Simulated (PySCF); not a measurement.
Molecule: C2H8NSi (charge -1, singlet). It need not be the lowest isomer of its formula. Whether it binds its extra electron was not tested at this geometry. 
Geometry from a B3LYP-D3(BJ)/def2-TZVP (Ansatz) optimisation:
```xyz
12

Si    -0.5091    -0.9657    -0.9225
N     -0.1291     0.3681     0.3349
C      0.6015     1.4806    -0.2097
H      0.0725     1.8870    -1.0764
H      0.7041     2.2894     0.5330
H      1.6314     1.2247    -0.5479
C      0.5114    -0.1274     1.5232
H      0.6133     0.6683     2.2800
H     -0.0855    -0.9322     1.9618
H      1.5327    -0.5370     1.3506
H     -1.5136    -0.1171    -1.7363
H     -1.6000    -1.6595    -0.0741
```
Charge -1, spin multiplicity 1.

Dispersion corrections to the total energy (kcal/mol) from the dftd3 and dftd4 libraries through PySCF: D3(BJ) without and D4 with the three-body term, each with the damping fitted for the functional named.

```tsv
functional	D3(BJ)	D4
PBE	-5.90	?
HSE06	-3.84	?
CAM-B3LYP	-4.58	-5.81
B3LYP	-10.23	-11.07
PBE0	-5.09	-5.80
PW6B95	-2.94	-5.85
BP86	-9.33	?
```

**Question.** Fill in the missing entries.

**Answer.** 
- PBE, D4: -6.92
- HSE06, D4: -5.36
- BP86, D4: -9.09
